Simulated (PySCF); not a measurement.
Si3O3, optimised at PBE/def2-SVP:

```xyz
6

Si     1.0291    -1.5201     0.2729
O      1.5215     0.0995     0.0279
Si     0.8003     1.6413    -0.1408
O     -0.8623     1.2650     0.0005
Si    -1.8425    -0.1161     0.2401
O     -0.6724    -1.3595     0.3438
```

Method: PySCF energies (xtb for GFN2) plus ideal-gas RRHO corrections (1 bar). 6-31G* has spherical d functions here. All species are closed-shell singlets. B3LYP is the form with VWN-RPA correlation. Si3O3: computed as isolated molecules; such fragments, hydroxides, amides, oligomers or adducts are transient or little studied in the gas.

Problem. List the harmonic frequencies (cm⁻¹, unscaled) at this level and at the other levels, each on its own geometry.

Solution. 
- PBE/def2-SVP: 92, 92, 211, 286, 286, 496, 562, 595, 595, 690, 929, 929
- B3LYP/6-31G*: 105, 105, 223, 299, 299, 523, 583, 617, 618, 726, 966, 966
- GFN2-xTB: 102, 103, 205, 292, 292, 477, 611, 630, 630, 704, 961, 961
- HF/6-31G*: 130, 130, 243, 340, 340, 603, 638, 671, 671, 808, 1052, 1052
- PBE0/def2-TZVP: 99, 99, 205, 309, 309, 528, 598, 633, 633, 776, 991, 991
